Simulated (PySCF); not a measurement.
**Energy of Mn⁺ (manganese, charge +1) between two integer charges**

The 4s alpha orbital of [Ar] 3d5 4s1 is emptied in steps (occupation f), with all orbitals relaxed, ending at [Ar] 3d5. All numbers are calculated (PySCF 2.14, the non-relativistic Hamiltonian (point nucleus), in def2-TZVPPD (6s6p4d2f1g, 67 functions)). The exact energy is a straight line in f; departures are measured from the line between the end points of the same method.

| f | r2SCAN0 (eV) |
| --- | --- |
| 1 | 0.000 |
| 0.8 | -0.370 |
| 0.6 | -0.547 |
| 0.4 | -0.542 |
| 0.2 | -0.359 |
| 0 | 0.000 |

```
 method  E(f=0) − E(f=1) (eV)  −ε at f=1 (eV)  −ε at f=0.4 (eV)
r2SCAN0                15.715          13.371            16.179
```

Orbital energy along the path (eV):

```tsv
f	r2SCAN0
1	-13.371
0.8	-14.356
0.6	-15.295
0.4	-16.179
0.2	-17.079
0	-17.917
```

Reference removal energy between the ground levels: 15.640 eV (measured; NIST Atomic Spectra Database, ionization energies).
